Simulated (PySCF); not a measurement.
C$_{4}$H$_{13}$GeNO, singlet, at a GFN2-xTB geometry; CASSCF(4,3)/STO-3G run with PySCF.

Input for PySCF:
```python
from pyscf import gto, scf, mcscf
import numpy

mol = gto.Mole()
mol.atom = '''
    C     1.64046400    0.21157628    1.76802289
    N     1.30285226   -0.07627544    0.39224399
    C     2.28258757    0.47902424   -0.51698851
    Ge   -0.48251594   -0.07142835   -0.14326689
    C    -1.26221511    1.66250395   -0.74032406
    C    -1.53316631   -1.04970942    1.23815440
    O    -0.48074465   -1.01002926   -1.63445383
    H     0.87941881   -0.20376810    2.42403881
    H     1.72684009    1.28825486    1.96598102
    H     2.60109547   -0.25273473    2.01030776
    H     2.40415169    1.56373925   -0.39485429
    H     1.97645707    0.27564246   -1.54185261
    H     3.25438583    0.00808319   -0.34037040
    H    -1.41877058    2.33441554    0.09801410
    H    -2.21391447    1.47629720   -1.22543332
    H    -0.59991726    2.14039209   -1.45566759
    H    -0.99161569   -1.92699536    1.58004955
    H    -1.75349244   -0.42197083    2.09441141
    H    -2.47336743   -1.37306918    0.80199736
    H     0.00920926   -1.82878764   -1.59534672
'''
mol.basis = 'sto-3g'
mol.verbose = 4
mol.build()

mf = scf.RHF(mol)
mf.kernel()
mc = mcscf.CASSCF(mf, 3, 4)
mc.fix_spin_(ss=0.0)
mc.conv_tol = 1e-5
mc.kernel()
occ = numpy.linalg.eigvalsh(mc.fcisolver.make_rdm1(mc.ci, mc.ncas, mc.nelecas))[::-1]
ss = mc.fcisolver.spin_square(mc.ci, mc.ncas, mc.nelecas)[0]
print('natural occupations', occ.round(4), ' <S^2>', round(ss, 4))
```

The log (banner, timings and long lists left out):

```
PySCF version 2.14.0

[INPUT] verbose = 4
[INPUT] num. atoms = 20
[INPUT] num. electrons = 84
[INPUT] charge = 0
[INPUT] spin (= nelec alpha-beta = 2S) = 0
[INPUT] symmetry False subgroup None
[INPUT] Mole.unit = angstrom
[INPUT] Symbol           X                Y                Z      unit          X                Y                Z       unit  Magmom
[...]
nuclear repulsion = 626.535901186411
number of shells = 39
number of NR pGTOs = 183
number of NR cGTOs = 61
basis = sto-3g
ecp = {}

******** <class 'pyscf.scf.hf.RHF'> ********
method = RHF
initial guess = minao
damping factor = 0
level_shift factor = 0
DIIS = <class 'pyscf.scf.diis.CDIIS'>
diis_start_cycle = 1
diis_space = 8
diis_damp = 0
SCF conv_tol = 1e-09
SCF conv_tol_grad = None
SCF max_cycles = 50
direct_scf = True
direct_scf_tol = 1e-13
Set gradient conv threshold to 3.16228e-05
Initial guess from minao.
init E= -2334.64158736736
[...]
cycle= 1 E= -2336.42283666273  delta_E= -1.78  |g|= 0.658  |ddm|= 5.14
[...]
cycle= 2 E= -2336.58983763094  delta_E= -0.167  |g|= 0.134  |ddm|= 1.17
[...]
cycle= 3 E= -2336.5964328657  delta_E= -0.0066  |g|= 0.0336  |ddm|= 0.238
[...]
cycle= 4 E= -2336.59697087551  delta_E= -0.000538  |g|= 0.00771  |ddm|= 0.0652
[...]
cycle= 5 E= -2336.59701242915  delta_E= -4.16e-05  |g|= 0.00204  |ddm|= 0.0232
[...]
cycle= 6 E= -2336.59701527665  delta_E= -2.85e-06  |g|= 0.000635  |ddm|= 0.00555
[...]
cycle= 7 E= -2336.59701569629  delta_E= -4.2e-07  |g|= 0.000123  |ddm|= 0.00286
[...]
cycle= 8 E= -2336.59701570888  delta_E= -1.26e-08  |g|= 3.85e-05  |ddm|= 0.000428
[...]
cycle= 9 E= -2336.59701571019  delta_E= -1.31e-09  |g|= 8.66e-06  |ddm|= 0.000147
[...]
cycle= 10 E= -2336.59701571025  delta_E= -6.5e-11  |g|= 1.6e-06  |ddm|= 3.32e-05
[...]
Extra cycle  E= -2336.59701571026  delta_E= -2.73e-12  |g|= 6.34e-07  |ddm|= 3.47e-06
converged SCF energy = -2336.59701571026

******** <class 'pyscf.mcscf.mc1step.CASSCF'> ********
CAS (2e+2e, 3o), ncore = 40, nvir = 18
max_cycle_macro = 50
max_cycle_micro = 4
conv_tol = 1e-05
conv_tol_grad = None
orbital rotation max_stepsize = 0.02
orbital rotation threshold for CI restart = 0.01
augmented hessian ah_max_cycle = 30
augmented hessian ah_conv_tol = 1e-12
augmented hessian ah_linear dependence = 1e-14
augmented hessian ah_level shift = 1e-08
augmented hessian ah_start_tol = 2.5
augmented hessian ah_start_cycle = 3
augmented hessian ah_grad_trust_region = 3
kf_trust_region = 3
kf_interval = 4
ci_response_space = 4
[...]
CASCI E = -2336.59787775581  S^2 = 0.0000000
[...]
               |grad[o]|=0.0139  |grad[c]|=0.0362  |ddm|=0.0344  |maxRot[o]|=0.207
macro iter   4 ( 17 JK    4 micro), CASSCF E = -2336.60836992554  dE = -1.34553327e-03  S^2 = 0.0000000
               |grad[o]|=0.0108  |grad[c]|=0.0124  |ddm|=0.00482  |maxRot[o]|=0.122
macro iter   5 ( 17 JK    4 micro), CASSCF E = -2336.60884410650  dE = -4.74180967e-04  S^2 = 0.0000000
               |grad[o]|=0.00558  |grad[c]|=0.0024  |ddm|=0.00374  |maxRot[o]|=0.119
macro iter   6 (  7 JK    2 micro), CASSCF E = -2336.60898241654  dE = -1.38310040e-04  S^2 = 0.0000000
               |grad[o]|=0.00293  |grad[c]|=0.00258  |ddm|=0.00145  |maxRot[o]|=0.0699
macro iter   7 (  7 JK    2 micro), CASSCF E = -2336.60907340843  dE = -9.09918836e-05  S^2 = 0.0000000
               |grad[o]|=0.00228  |grad[c]|=0.00266  |ddm|=0.002  |maxRot[o]|=0.0699
macro iter   8 (  7 JK    2 micro), CASSCF E = -2336.60916022274  dE = -8.68143115e-05  S^2 = 0.0000000
               |grad[o]|=0.00204  |grad[c]|=0.00821  |ddm|=0.000578  |maxRot[o]|=0.0655
macro iter   9 (  7 JK    2 micro), CASSCF E = -2336.60922385240  dE = -6.36296631e-05  S^2 = 0.0000000
               |grad[o]|=0.00177  |grad[c]|=0.0109  |ddm|=0.00282  |maxRot[o]|=0.0696
macro iter  10 (  7 JK    2 micro), CASSCF E = -2336.60928695687  dE = -6.31044654e-05  S^2 = 0.0000000
               |grad[o]|=0.00158  |grad[c]|=0.00488  |ddm|=0.00349  |maxRot[o]|=0.0696
macro iter  11 (  7 JK    2 micro), CASSCF E = -2336.60934002086  dE = -5.30639918e-05  S^2 = 0.0000000
               |grad[o]|=0.0013  |grad[c]|=0.00147  |ddm|=0.00357  |maxRot[o]|=0.0696
macro iter  12 (  5 JK    1 micro), CASSCF E = -2336.60936748907  dE = -2.74682093e-05  S^2 = 0.0000000
               |grad[o]|=0.000935  |grad[c]|=0.00301  |ddm|=0.00233  |maxRot[o]|=0.0597
macro iter  13 (  3 JK    1 micro), CASSCF E = -2336.60936977144  dE = -2.28237377e-06  S^2 = 0.0000000
               |grad[o]|=0.000469  |grad[c]|=0.000385  |ddm|=0.000484  |maxRot[o]|=0.0175
macro iter  14 (  1 JK    1 micro), CASSCF E = -2336.60936977166  dE = -2.15095497e-10  S^2 = 0.0000000
               |grad[o]|=0.000149  |grad[c]|=1.61e-05  |ddm|=1.23e-05  |maxRot[o]|=    0
1-step CASSCF converged in  14 macro (134 JK  33 micro) steps
CASSCF canonicalization
Density matrix diagonal elements [1.99212635 1.98831362 0.01956003]
CASSCF energy = -2336.60936977166
CASCI E = -2336.60936977166  E(CI) = -4.25756309375902  S^2 = 0.0000000
natural occupations [1.9994 1.9815 0.0191]  <S^2> 0.0
```
